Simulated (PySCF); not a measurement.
(3E)-2-fluoropenta-1,3-diene (C5H7F), SMILES C(=C\C)/C(F)=C.

The structure is a stationary point at r2SCAN-D4/def2-SVP. Other conformers were not sampled.

The numbers are results of PBE/def2-TZVP (PySCF), not measurements.

Gas-phase values at a fixed geometry.

Computed frontier levels, gap, dipole moment and polarisability:
```json
{
  "highest_occupied_level": "-5.61 eV",
  "lowest_empty_level": "-1.80 eV",
  "orbital_gap": "3.80 eV",
  "dipole_moment": "1.54 D",
  "quadrupole, principal values (traceless, Buckingham form, about the centre of nuclear charge)": "-4.79, -0.73, 5.52 D·Å",
  "mean_static_polarisability": "70.4 bohr³ (10.43 Å³)",
  "polarisability_principal_values": "41.8, 56.0, 113.4 bohr³"
}
```
